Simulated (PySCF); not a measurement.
Relaxation of singlet OI₂

Method: PBE0 in PySCF with O def2-TZVP, I def2-TZVP with ECP28; scalar-relativistic core potentials, no spin–orbit coupling; density-fitted integrals. A (50,194) grid was used.

A hand-made bent start, of C2v symmetry, held to at least that symmetry:

Coordinates in bohr (charge 0 multiplicity 1):
```
O     0.0000    0.0000   -1.9985
I     3.0340    0.0000    0.1259
I    -3.0340    0.0000    0.1259
```

At each step, columns x, y, z (Å) and Fx, Fy, Fz (eV/Å):

```
step 0  E − E(last) = 7.85 kJ/mol
O    0.000   0.000  -1.058   0.000   0.000  -0.131
I    1.605   0.000   0.067   0.938   0.000   0.066
I   -1.605   0.000   0.067  -0.938   0.000   0.066
step 1  E − E(last) = 2.51 kJ/mol
O    0.000   0.000  -1.036   0.000   0.000   0.111
I    1.647   0.000   0.056   0.405   0.000  -0.055
I   -1.647   0.000   0.056  -0.405   0.000  -0.055
step 2  E − E(last) = 0.11 kJ/mol
O    0.000   0.000  -0.999   0.000   0.000   0.114
I    1.694   0.000   0.037  -0.002   0.000  -0.057
I   -1.694   0.000   0.037   0.002   0.000  -0.057
step 3  E − E(last) = 0.01 kJ/mol
O    0.000   0.000  -0.989   0.000   0.000   0.045
I    1.702   0.000   0.032  -0.024   0.000  -0.022
I   -1.702   0.000   0.032   0.024   0.000  -0.022
step 4  E − E(last) = 0.00 kJ/mol
O    0.000   0.000  -0.986   0.000   0.000   0.009
I    1.702   0.000   0.031  -0.008   0.000  -0.004
I   -1.702   0.000   0.031   0.008   0.000  -0.004
step 5  E − E(last) = 0.00 kJ/mol
O    0.000   0.000  -0.986   0.000   0.000   0.000
I    1.702   0.000   0.031  -0.001   0.000   0.000
I   -1.702   0.000   0.031   0.001   0.000   0.000
```

It ends at C2v with O–I 1.983 Å (×2); I–O–I 118.2° (after a last refinement on a finer grid). A frequency run shows a minimum. Other isomers or separated fragments may lie lower.

The relaxation took roughly 50 core-seconds on a shared host.
